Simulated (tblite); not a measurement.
C8H11 (doublet state).
Geometry (GFN2-xTB, Å), atoms numbered from 1 in this order:
```xyz
19
C8H11 angstrom
C     -1.750   -1.100   -0.930
C     -1.118    0.139   -0.297
C     -1.705    0.380    1.098
C      0.365   -0.016   -0.229
C      1.137   -1.058   -0.521
C      2.537   -0.802   -0.328
C      2.659    0.459    0.109
C      1.303    1.090    0.229
H     -1.541   -1.975   -0.320
H     -2.828   -0.981   -1.011
H     -1.341   -1.269   -1.923
H     -1.352    1.012   -0.921
H     -1.335    1.309    1.524
H     -2.790    0.438    1.043
H     -1.437   -0.438    1.763
H      3.321   -1.514   -0.510
H      3.567    0.979    0.360
H      1.205    1.975   -0.402
H      1.093    1.382    1.259
```

The geometry is computed with GFN2-xTB (gas phase). This method treats the open shell by occupation alone, without spin polarisation.

Masses are those of the commonest isotopes; rigid-rotor values at the optimised geometry. The values belong to one conformer with, in the numbering `[CH3:1][CH:2]([CH3:3])[C:4]1=[C:5][CH:6]=[CH:7][CH2:8]1`, C1–C2–C4–C5 -6°.

**Question.** Give the principal moments of inertia and the rotational constants in cm⁻¹.

**Answer.** Ia = 116.66, Ib = 346.05, Ic = 423.64 u·Å²; 505379 MHz·u·Å²/I gives 4332, 1460 and 1193 MHz, that is A = 0.14450, B = 0.04871, C = 0.03979 cm⁻¹.

**Question.** What kind of rotor is it?

**Answer.** An asymmetric top: κ = (2 × 1460 − 4332 − 1193)/(4332 − 1193) = -0.83.

**Question.** What does the inertial defect say?

**Answer.** Not planar: Δ = Ic − Ia − Ib = -39.07 u·Å². For a rigid frame Δ = −2 Σ m c², so Σ m c² = 19.54 u·Å² lies off the ab plane: 9.13 from hydrogen and 10.41 from heavier atoms. The atom farthest from that plane is 1.63 Å away.

**Question.** Estimate the classical rotational partition function at 25 K, 50 K and 298.15 K.

**Answer.** Point group C1, symmetry number σ = 1; q = (√π/σ)·√((kT/h)³/(ABC)), k/h = 20836.6 MHz/K: 7670 at 25 K, 21700 at 50 K, 316000 at 298.15 K.

For this open shell read J as N, the rotation without spin; fine and hyperfine splittings come on top. Its lowest GFN2-xTB frequency is 14 cm⁻¹, too small to tell a flat minimum from a shallow saddle. No vibrational averaging or centrifugal distortion is included, and the geometry carries the error of its method.
